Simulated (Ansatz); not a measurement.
Geometry optimisation, UKS B3LYP-D4/def2-SVP (Ansatz).

Input:

```yaml
crystal:
  periodic: [false, false, false]
  atoms:
    - { symbol: Sn, position_ang: [0.392585, 0.14838, -0.298407] }
    - { symbol: H, position_ang: [0.104642, 0.009895, 2.62528] }
    - { symbol: H, position_ang: [1.406695, -0.053407, -1.704288] }
    - { symbol: O, position_ang: [-0.949972, 1.504295, -0.928585] }
    - { symbol: H, position_ang: [-1.799625, 1.442847, -0.467361] }
    - { symbol: O, position_ang: [-0.559999, -1.607566, -0.103244] }
    - { symbol: H, position_ang: [-1.027988, -1.675589, 0.743295] }
    - { symbol: Cl, position_ang: [-1.030738, -0.465255, 3.14311] }
magnetization:
  spin_polarized: true
  initial_magnetization: 1
basis:
  gaussian: { orbitals: def2-SVP }
hamiltonian:
  xc: b3lyp
  dispersion: d4
relax:
  f_tol: 0.03
  max_steps: 50
output:
  orbitals: {}
```

Launched with:

```bash
$ ansatz run input.yaml --threads 4 --pin off --max-ram 5120MiB --backend cpu --events-out ev --progress --plain --runs-dir out
```

Q: Where does it end, and by what steps?

A: The forces met the threshold. The force dipped under the threshold on the way, but the program's further checks kept it going. After 39 steps the energy has fallen by 0.469 eV; H2 moved furthest, 1.35 Å.

```csv
step,energy less start (eV),largest force component (eV/Å),accepted
0,0.0000,0.883,yes
2,-0.0119,0.830,yes
4,-0.0430,0.190,yes
6,-0.0612,0.040,yes
8,-0.0433,1.196,no
10,-0.0728,0.442,yes
12,-0.0820,0.110,yes
14,-0.0972,0.323,yes
16,-0.1514,0.998,yes
18,-0.3039,0.749,yes
20,-0.3895,0.526,yes
22,-0.4177,0.308,yes
24,-0.4316,0.237,yes
26,-0.4426,0.185,yes
28,-0.4541,0.062,yes
30,-0.4578,0.338,no
32,-0.4633,0.216,no
34,-0.4664,0.064,yes
36,-0.4674,0.276,no
38,-0.4684,0.084,yes
39,-0.4686,0.021,yes
```

```xyz
8
Properties=species:S:1:pos:R:3
Sn 0.650 0.257 -0.543
H -0.870 -0.539 1.863
H 0.527 -0.498 -2.138
O -0.901 1.510 -0.422
H -1.283 1.495 0.479
O 0.103 -1.213 0.790
H -0.117 -2.074 0.402
Cl -1.573 0.365 2.580
```

Whether the end is a true minimum wasn't checked by a vibrational analysis.

The run took 2.5 min on 4 threads of AMD EPYC 7R43 64-Core Processor (Zen 3), on a shared host, peak memory 0.31 GiB.
